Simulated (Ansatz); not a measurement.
Reactions of `C=C(F)I`.

Computed with Ansatz on PBE0-D4/def2-TZVP structures; ΔE is electronic, products minus reactants. CCSD(T)/CBS adds triple-zeta CCSD(T) − MP2 to the extrapolated MP2 energy (def2 sets, frozen cores). This one scheme is used for every species, atoms too. Functionals use def2-TZVPP. No spin–orbit coupling; open shells (•) take unrestricted orbitals. Spin–orbit coupling would lower the free atoms: a little for C, F; strongly for I. def2 core potentials past Kr. Bonds to I, Se are less sure, by a few kJ/mol each and by 10 to 20 or more in all where they break to atoms, as the def2 sets lack core-valence functions. Scalar relativity is left out up to krypton. Each species was taken in one conformer, which may not be the lowest.

```json
{"reaction": "`C=C(F)I` + H₂ → `C=CI` + H–F", "CCSD(T)/CBS(def2) (kJ/mol)": "?"}
{"reaction": "`C=C(F)I` + H₂Se → `C=C(F)[SeH]` + HI", "CCSD(T)/CBS(def2) (kJ/mol)": "-7"}
{"reaction": "`C=C(F)I` → 2 C• + F• + 2 H• + I•", "CCSD(T)/CBS(def2) (kJ/mol)": "2205"}
{"reaction": "`C=C(F)I` → `F/C=C\\I`", "CCSD(T)/CBS(def2) (kJ/mol)": "?"}
{"reaction": "`C=C(F)I` + CH₃NH₂ → `C=C(I)NC` + H–F", "CCSD(T)/CBS(def2) (kJ/mol)": "-65"}
{"reaction": "`C=C(F)I` + `O[SiH3]` → `C=C(F)O[SiH3]` + HI", "CCSD(T)/CBS(def2) (kJ/mol)": "-8"}
```

Fill in the missing values. (An estimate is asked.)

Computed: `C=C(F)I` + H₂ → `C=CI` + H–F: -108.5 kJ/mol; `C=C(F)I` → `F/C=C\I`: -4.0 kJ/mol.

Largest T1 diagnostic: 0.012, for `C=C(F)O[SiH3]`.
